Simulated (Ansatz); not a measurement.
**Abstraction of H: HCN + C2H7Si2 → CN + C2H8Si2**

Species: HCN (hydrogen cyanide) `C#N`, singlet; C2H7Si2 `[SiH2]/C=C/[SiH3]`, doublet; CN, doublet; C2H8Si2 `[SiH3]/C=C/[SiH3]`, singlet. A radical takes H: the energy is the difference in strength between the C–H bond broken and the Si–H bond made.

Shapes, held fixed at every level: PBE0-D4/def2-TZVP. Flexible molecules stand in one conformer, not always the lowest. Programs: Ansatz 0.2.0. The zero-point and thermal change to 298 K, harmonic and unscaled (PBE0-D4/def2-TZVP), is -4.8 kJ/mol.

```csv
level,kind,ΔH(298 K) (kJ/mol)
PBE-D4/def2-TZVPP,GGA,+168.6
B3LYP-D4/def2-TZVPP,global hybrid,+170.3
BHLYP-D4/def2-TZVPP,global hybrid,+176.5
PBE0-D4/def2-TZVPP,global hybrid,+176.8
r2SCAN0-D4/def2-TZVPP,global hybrid,+174.0
wB97X-V/def2-TZVPP,range-separated hybrid,+168.8
B2PLYP/def2-TZVPP,double hybrid,+163.6
```

B2PLYP/def2-TZVPP gives ΔH(298 K) = +163.6 kJ/mol; the levels span +163.6 to +176.8. The median of the levels is +170.3. No measured value is set beside it here. Spin contamination: C2H7Si2 (⟨S²⟩ up to 0.91), CN (⟨S²⟩ up to 1.11). Open shells run unrestricted unless RO is named.
